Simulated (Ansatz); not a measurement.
Born–Oppenheimer molecular dynamics of CH2F2 + H4Si (10 atoms, charge 0, multiplicity 1). It starts from a relaxed structure.

The calculation used RKS PBE0-D4/6-31G* (Ansatz).

| Quantity | Value |
| --- | --- |
| ensemble | NVT, Nosé–Hoover chain |
| time step | 1 fs |
| steps asked | 300 |
| set temperature | 700 K |
| thermostat | time constant 300 fs, chain length 3 |
| seed | 279848 |

First frame:

```xyz
10
Properties=species:S:1:pos:R:3
Si 0.100 0.050 -1.901
H 0.034 0.567 -3.297
H 1.435 -0.558 -1.663
H -0.966 -0.972 -1.717
H -0.123 1.179 -0.960
F 0.107 -1.106 1.150
C -0.150 -0.045 1.953
F 0.797 0.897 1.751
H -1.129 0.368 1.688
H -0.105 -0.380 2.995
```

Task: What does the run give?

Result: All steps were run.

```json
{
  "steps done": "300",
  "time covered": "300 fs",
  "mean temperature over the second half": "412 K",
  "spread of the potential energy over the second half": "12.0 meV per atom",
  "mean potential energy of the second half above the start": "42.9 meV per atom"
}
```

The conserved energy stayed within 3 meV per atom of its start (net change 1.4 meV per atom), so the integration is sound. The mean temperature of the second half is 41 % below the set value. A run of 0.3 ps of so small a system gives no equilibrium averages.

Task: What happens to the structure?

Result: The same pairs are bonded in the first frame and the last. Pairs count as bonded within 1.25 times the sum of covalent radii (0.12 Å more for H–H). The details hang on the random start.

Task: How do temperature and energy run in time?

Result: 
| time (fs) | T (K) | potential energy less start (eV) | conserved less start (meV/atom) |
| --- | --- | --- | --- |
| 0.0 | 700 | 0.000 | 0.00 |
| 15.0 | 443 | 0.281 | 1.54 |
| 30.0 | 408 | 0.325 | 2.13 |
| 45.0 | 381 | 0.349 | 1.43 |
| 60.0 | 500 | 0.216 | 0.25 |
| 75.0 | 384 | 0.348 | 0.97 |
| 90.0 | 249 | 0.505 | 2.15 |
| 105.0 | 398 | 0.344 | 0.95 |
| 120.0 | 408 | 0.340 | 0.78 |
| 135.0 | 401 | 0.361 | 1.45 |
| 150.0 | 401 | 0.376 | 1.86 |
| 165.0 | 345 | 0.446 | 2.05 |
| 180.0 | 585 | 0.202 | 1.23 |
| 195.0 | 473 | 0.333 | 1.44 |
| 210.0 | 453 | 0.368 | 1.54 |
| 225.0 | 555 | 0.278 | 1.47 |
| 240.0 | 324 | 0.539 | 2.23 |
| 255.0 | 420 | 0.457 | 2.25 |
| 270.0 | 338 | 0.556 | 2.07 |
| 285.0 | 403 | 0.497 | 1.20 |
| 300.0 | 368 | 0.554 | 1.40 |

Time of the run: 11 min on 1 CPU thread of a shared host.
